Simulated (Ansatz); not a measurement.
One change: `[OH][In]([Br])[Br]` becomes `[OH][In]([SH])[Br]`.

Ansatz, PBE0-D4/def2-TZVP geometries, multiplicity 1. Each molecule was computed in one conformer, which needn't be the lowest.

Elements past krypton have def2 core potentials. Scalar relativity is left out up to krypton.

```csv
property,`[OH][In]([Br])[Br]`
size of the dipole moment (ωB97M-V/def2-TZVPP) / D,1.14
HOMO energy (PBE/def2-TZVPP) / eV,-7.39
size of the dipole moment (PBE/def2-TZVPP) / D,1.13
LUMO energy (PBE/def2-TZVPP) / eV,-3.47
HOMO energy (PBE0/def2-TZVPP) / eV,-8.70
HOMO–LUMO gap (ωB97M-V/def2-TZVPP) / eV,10.18
```

Problem. Give the same properties after the change, and the shifts. (An estimate is asked.)

Solution. Computed: 
```json
{"property": "size of the dipole moment (ωB97M-V/def2-TZVPP) / D", "`[OH][In]([SH])[Br]`": "0.77", "shift": "-0.37"}
{"property": "HOMO energy (PBE/def2-TZVPP) / eV", "`[OH][In]([SH])[Br]`": "-6.77", "shift": "0.62"}
{"property": "size of the dipole moment (PBE/def2-TZVPP) / D", "`[OH][In]([SH])[Br]`": "0.88", "shift": "-0.25"}
{"property": "LUMO energy (PBE/def2-TZVPP) / eV", "`[OH][In]([SH])[Br]`": "-3.02", "shift": "0.45"}
{"property": "HOMO energy (PBE0/def2-TZVPP) / eV", "`[OH][In]([SH])[Br]`": "-8.03", "shift": "0.67"}
{"property": "HOMO–LUMO gap (ωB97M-V/def2-TZVPP) / eV", "`[OH][In]([SH])[Br]`": "9.94", "shift": "-0.24"}
```

With PBE0 the HOMO rises by 0.67 eV and the LUMO rises by 0.46 eV, so the gap narrows by about 0.21 eV. PBE moves the HOMO by 0.62 eV and ωB97M-V by 0.67 eV. Dipoles are sizes alone; their direction can turn.

Spin–orbit coupling is left out; it splits and shifts lone-pair levels of the heavy atoms by tenths of an eV.
